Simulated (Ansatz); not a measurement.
Reaction (isomerisation): `B[SiH](C)CF` → `CB(C)[SiH2]F`

Computed with Ansatz on PBE0-D4/def2-TZVP structures; ΔE is electronic, products minus reactants. CBS: MP2 limit from def2 TZ/QZ plus the TZ coupled-cluster correction, frozen cores. DFT in def2-TZVPP. Each species was taken in one conformer, which may not be the lowest.

CCSD(T)/CBS gives -264.5 kJ/mol.

Another level gave -256.5 kJ/mol. Which?
A. revPBE/def2-TZVPP
B. PBE/def2-TZVPP
C. LDA (SPW92)/def2-TZVPP
D. CCSD(T)/def2-TZVPP

B. PBE -256.5, LDA (SPW92) -268.7, CCSD(T)/def2-TZVPP -260.6, revPBE -251.7 kJ/mol.

What do rigid-rotor, harmonic-oscillator terms from PBE0-D4/def2-TZVP frequencies (298.15 K, 1 bar) make of the CCSD(T)/CBS value? (Estimate.)

Ansatz gave: ΔZPE = +2.9 kJ/mol, ΔH = -261.9 kJ/mol, ΔS = 0 J/(mol·K), ΔG = -261.9 kJ/mol.

Largest T1 diagnostic among the species: 0.011.

At CCSD(T), def2-SVP lies +8.8 kJ/mol from the extrapolated value and def2-TZVPP +3.9 kJ/mol. Leaving LDA and LC-ωPBE aside and taking each functional with its dispersion term where it has one, the values, not all of them listed here, spread over 20.9 kJ/mol, from B97M-V to revPBE-D4. LDA lies −12.2 kJ/mol from PBE without D4. From PBE to PBE0 (25 % exact exchange), in def2-TZVPP and without D4, ΔE moves by −3.6 kJ/mol.
